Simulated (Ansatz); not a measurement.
Born–Oppenheimer molecular dynamics of C₂H₅ClO₂Si (11 atoms, charge 0, multiplicity 1). It starts from a relaxed structure.

The calculation used Ansatz, RKS r2SCAN-D4/STO-3G.

* ensemble: NVT, Nosé–Hoover chain
* time step: 0.5 fs
* steps asked: 40
* set temperature: 700 K
* thermostat: time constant 100 fs, chain length 3
* seed: 28639

Frames 0.5 fs apart, positions in Å.

Velocities at 5 fs (Å/ps):

```
O -3.11 1.39 0.89
Si 1.49 -1.98 -2.20
C 7.45 -0.10 -0.60
O 0.13 -0.37 -2.22
C 9.96 -2.81 -3.08
Cl -4.43 0.76 2.10
H -32.00 6.01 -2.40
H 1.07 0.04 23.02
H -19.68 2.00 17.65
H 9.22 40.12 6.06
H -4.60 -1.35 8.14
```

```xyz
11
Properties=species:S:1:pos:R:3 time_fs=5 energy_less_start_eV=0.419 T=342
O 0.179 -2.192 -0.680
Si 0.019 -0.891 0.348
C 1.182 0.616 0.142
O 0.034 1.428 -0.529
C -1.028 0.575 -0.195
Cl -2.082 1.276 1.359
H 0.184 -1.720 -1.594
H -0.159 -1.367 1.677
H 2.047 0.624 -0.568
H 1.532 1.360 0.925
H -1.915 0.615 -0.865
11
Properties=species:S:1:pos:R:3 time_fs=5.5 energy_less_start_eV=0.466 T=302
O 0.177 -2.191 -0.679
Si 0.020 -0.892 0.347
C 1.186 0.617 0.142
O 0.034 1.428 -0.530
C -1.024 0.574 -0.196
Cl -2.084 1.276 1.360
H 0.168 -1.718 -1.595
H -0.159 -1.368 1.689
H 2.036 0.624 -0.559
H 1.536 1.378 0.928
H -1.917 0.614 -0.862
11
Properties=species:S:1:pos:R:3 time_fs=6 energy_less_start_eV=0.519 T=257
O 0.176 -2.190 -0.679
Si 0.021 -0.893 0.346
C 1.190 0.617 0.141
O 0.034 1.428 -0.531
C -1.020 0.572 -0.198
Cl -2.086 1.276 1.361
H 0.152 -1.716 -1.596
H -0.158 -1.369 1.702
H 2.026 0.624 -0.552
H 1.539 1.392 0.931
H -1.917 0.613 -0.860
11
Properties=species:S:1:pos:R:3 time_fs=6.5 energy_less_start_eV=0.568 T=216
O 0.174 -2.190 -0.679
Si 0.021 -0.894 0.345
C 1.194 0.619 0.141
O 0.035 1.427 -0.532
C -1.016 0.571 -0.199
Cl -2.088 1.277 1.362
H 0.137 -1.717 -1.596
H -0.158 -1.370 1.715
H 2.017 0.622 -0.546
H 1.541 1.401 0.934
H -1.915 0.612 -0.859
11
Properties=species:S:1:pos:R:3 time_fs=7 energy_less_start_eV=0.599 T=189
O 0.173 -2.189 -0.680
Si 0.022 -0.894 0.345
C 1.197 0.621 0.141
O 0.035 1.427 -0.533
C -1.013 0.570 -0.200
Cl -2.090 1.277 1.363
H 0.122 -1.719 -1.595
H -0.157 -1.372 1.726
H 2.011 0.619 -0.544
H 1.541 1.404 0.936
H -1.912 0.611 -0.859
11
Properties=species:S:1:pos:R:3 time_fs=7.5 energy_less_start_eV=0.604 T=185
O 0.171 -2.189 -0.680
Si 0.023 -0.895 0.345
C 1.201 0.623 0.142
O 0.036 1.427 -0.535
C -1.010 0.568 -0.201
Cl -2.092 1.277 1.364
H 0.107 -1.722 -1.594
H -0.156 -1.374 1.736
H 2.007 0.616 -0.546
H 1.540 1.403 0.937
H -1.907 0.609 -0.860
11
Properties=species:S:1:pos:R:3 time_fs=8 energy_less_start_eV=0.581 T=205
O 0.170 -2.188 -0.681
Si 0.024 -0.895 0.344
C 1.204 0.626 0.142
O 0.037 1.426 -0.536
C -1.008 0.567 -0.202
Cl -2.094 1.278 1.365
H 0.093 -1.727 -1.593
H -0.155 -1.376 1.745
H 2.008 0.611 -0.551
H 1.537 1.396 0.937
H -1.900 0.608 -0.863
11
Properties=species:S:1:pos:R:3 time_fs=8.5 energy_less_start_eV=0.535 T=243
O 0.169 -2.188 -0.681
Si 0.025 -0.896 0.345
C 1.207 0.630 0.143
O 0.039 1.426 -0.537
C -1.007 0.566 -0.202
Cl -2.096 1.278 1.366
H 0.079 -1.733 -1.592
H -0.154 -1.377 1.750
H 2.012 0.606 -0.560
H 1.534 1.384 0.936
H -1.892 0.606 -0.867
11
Properties=species:S:1:pos:R:3 time_fs=9 energy_less_start_eV=0.483 T=288
O 0.167 -2.188 -0.682
Si 0.026 -0.896 0.345
C 1.209 0.634 0.144
O 0.040 1.425 -0.539
C -1.006 0.564 -0.203
Cl -2.098 1.278 1.367
H 0.065 -1.739 -1.591
H -0.152 -1.378 1.753
H 2.019 0.600 -0.573
H 1.530 1.369 0.935
H -1.883 0.604 -0.873
11
Properties=species:S:1:pos:R:3 time_fs=9.5 energy_less_start_eV=0.437 T=326
O 0.166 -2.188 -0.683
Si 0.027 -0.896 0.346
C 1.211 0.639 0.145
O 0.042 1.424 -0.540
C -1.006 0.563 -0.203
Cl -2.100 1.278 1.368
H 0.051 -1.747 -1.591
H -0.150 -1.379 1.753
H 2.027 0.593 -0.587
H 1.525 1.350 0.935
H -1.874 0.602 -0.880
11
Properties=species:S:1:pos:R:3 time_fs=10 energy_less_start_eV=0.409 T=351
O 0.164 -2.188 -0.685
Si 0.028 -0.896 0.347
C 1.213 0.643 0.146
O 0.044 1.424 -0.542
C -1.006 0.562 -0.203
Cl -2.102 1.278 1.369
H 0.038 -1.755 -1.592
H -0.147 -1.379 1.751
H 2.037 0.586 -0.602
H 1.521 1.329 0.936
H -1.864 0.600 -0.888
11
Properties=species:S:1:pos:R:3 time_fs=10.5 energy_less_start_eV=0.398 T=361
O 0.163 -2.188 -0.686
Si 0.029 -0.896 0.348
C 1.215 0.648 0.147
O 0.046 1.423 -0.543
C -1.006 0.561 -0.203
Cl -2.104 1.279 1.370
H 0.025 -1.763 -1.594
H -0.144 -1.379 1.745
H 2.046 0.580 -0.616
H 1.518 1.308 0.939
H -1.855 0.598 -0.899
```

Of the whole run (20 fs, mean temperature of the second half 369 K): The conserved energy stayed within 0.42 meV per atom of its start (net change 0.15 meV per atom), so the integration is sound. The mean temperature of the second half is 47 % below the set value. A run of 0.02 ps of so small a system gives no equilibrium averages. Limits of this set-up: minimal basis.

Time of the run: 100 s on 1 thread of Intel(R) Xeon(R) 6975P-C (Granite Rapids), on a shared host, peak memory 0.14 GiB.
